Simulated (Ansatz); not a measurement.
`[SiH3][CH2][AlH][S][SiH3]` + H–F → `[F][AlH][CH2][SiH3]` + `[SiH3]S` at 500 K and 1 bar (ligand exchange at the Al–S bond).

Computed with Ansatz on PBE0-D4/def2-TZVP structures; ΔE is electronic, products minus reactants. CCSD(T)/CBS adds triple-zeta CCSD(T) − MP2 to the extrapolated MP2 energy (def2 sets, frozen cores). This one scheme is used for every species. One conformer a species, not always the lowest.

```tsv
species	CCSD(T)/CBS energy (Eh)	H − E (kJ/mol)	S (J/(mol·K))
`[SiH3][CH2][AlH][S][SiH3]`	-1261.48440	291.7	515.6
H–F	-100.39570	39.4	188.7
`[F][AlH][CH2][SiH3]`	-672.62924	205.6	418.5
`[SiH3]S`	-689.27336	117.6	310.5
```

H − E and S are ideal-gas, rigid-rotor, harmonic terms from PBE0-D4/def2-TZVP, for one conformer and one mirror image of each species. 1 Eh = 2625.50 kJ/mol, R = 8.31446 J/(mol·K).

Problem. By hand: ΔE, ΔH, ΔS and ΔG.

Solution. ΔE = (-672.62924) + (-689.27336) − (-1261.48440) − (-100.39570) = -0.02250 Eh = -59.1 kJ/mol. Δ(H − E) = 205.6 + 117.6 − 291.7 − 39.4 = -7.9, so ΔH = -67.0 kJ/mol. ΔS = 418.5 + 310.5 − 515.6 − 188.7 = 24.7 J/(mol·K). ΔG = -67.0 − 500 × (24.7)/1000 = -79.3 kJ/mol.

Problem. By hand: the equilibrium constant, and the temperature at which ΔG would vanish if ΔH and ΔS stayed fixed.

Solution. log₁₀ K = −ΔG/(RT ln 10) = 8.3. ΔH and −TΔS have one sign here, so there is no such temperature.

ΔH outweighs TΔS. A doubt of 5 kJ/mol in ΔE shifts log₁₀ K by 0.5 here. Other conformers and mirror images would add mixing entropy, several J/(mol·K) or more a flexible species. Modes under 60 cm⁻¹, often nearly free rotors, make the harmonic entropy too high. These are equilibria of isolated gas molecules and say nothing of rates. Largest T1 diagnostic: 0.012 (customary marks: 0.02 for closed shells, 0.045 for open ones).
